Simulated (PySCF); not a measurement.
Compound: C₆H₃F₃.
Bonds: F1–C2, C2–C3 (aromatic), C3–C4 (aromatic), C4–C5 (aromatic), C5–C6 (aromatic), C6–F7, C6–C8 (aromatic), C8–F9, C2–C8 (aromatic). Hydrogens: H10 on C3; H11 on C4; H12 on C5.

The closed-shell ground state was solved at several levels (PySCF, density fitting, gas phase, non-relativistic). Geometry: PBE0-D3(BJ)/def2-TZVP; no solvent, vibrations or thermal averaging.

```tsv
level	basis functions	HOMO (eV)	LUMO (eV)	gap (eV)	dipole (D)
wB97X-D/pcSseg-2	366	-9.39	1.12	10.51	2.87
B97-2/pcSseg-2	366	-7.37	-0.67	6.70	2.80
KT3/pcSseg-2	366	-6.50	-1.45	5.05	2.57
```

Problem. What might PBE0/pcSseg-2 (366 basis functions) give for the same quantities?

Solution. HOMO -7.63 eV, LUMO -0.64 eV, gap 6.99 eV, dipole 2.82 D.

Problem. Over all these levels, which gives the widest orbital gap and which the narrowest?

Solution. wB97X-D/pcSseg-2 (range-separated hybrid) has the widest, 10.51 eV, and KT3/pcSseg-2 (GGA) the narrowest, 5.05 eV. From the narrowest to the widest the HOMO moves by -2.89 eV and the LUMO by +2.57 eV.

Problem. In the pcSseg-2 basis, how does the gap go with the fixed share of exact exchange?

Solution. KT3 (0 %) 5.05 eV; B97-2 (21 %) 6.70 eV; PBE0 (25 %) 6.99 eV. Each rise in the share widens the gap here.

Problem. How far do the dipole and the HOMO energy spread over the levels?

Solution. The dipole runs from 2.57 to 2.87 D (mean 2.77 D) and the HOMO from -9.39 to -6.50 eV.
